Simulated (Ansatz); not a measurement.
Molecule: BeO, charge 0, multiplicity 1. 
Structure (B3LYP-D3(BJ)/def2-TZVP (Ansatz, a program for electronic structure) minimum search):
```
Be
O 1 1.3266
```

Basis-set convergence of Hartree-Fock and CCSD(T) correlation energies (hartree) with Ansatz. Valence correlation only, unless marked. No spin-orbit coupling. Non-relativistic.

The T1 diagnostic of CCSD in the largest basis is 0.039, which is high, so the coupled-cluster rows are less sure than usual.

```json
[
 {"basis": "def2-SVP", "functions": "23", "E(HF)": "-89.32149", "E(corr, CCSD(T))": "-0.23933"},
 {"basis": "def2-TZVPP", "functions": "50", "E(HF)": "-89.44294", "E(corr, CCSD(T))": "-0.29902"},
 {"basis": "def2-QZVPP", "functions": "93", "E(HF)": "-89.45166", "E(corr, CCSD(T))": "-0.32179"}
]
```

Extrapolating the two largest sets (X = 3 and 4) as X^-3: E(corr) = (64·(-0.32179) - 27·(-0.29902))/37 = -0.3384 Eh, an estimate of the basis-set limit. The largest set recovers 95.1 % of it, the smallest 70.7 %.
